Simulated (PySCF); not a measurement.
These are B3LYP-D3(BJ)/def2-TZVP (PySCF) values and carry that method's errors. All species are isolated molecules in the gas phase. One relaxed conformer stands for a flexible species; it need not be the lowest. B3LYP has the VWN-RPA correlation part, as in Gaussian. 

Reference species (SMILES): `[InH3]` (neutral, multiplicity 1).

The LUMO is -2.20 eV. The HOMO comes out as -8.00 eV.

Changed species: `[In]([OH])([OH])[OH]` (3 of 3 H replaced by OH; the reference has 0 of 3 H replaced by OH).

Task: Predict the effect on the LUMO and HOMO.

Result: the LUMO decreases by 0.17 eV, to -2.37 eV; the HOMO decreases by 0.40 eV, to -8.40 eV.
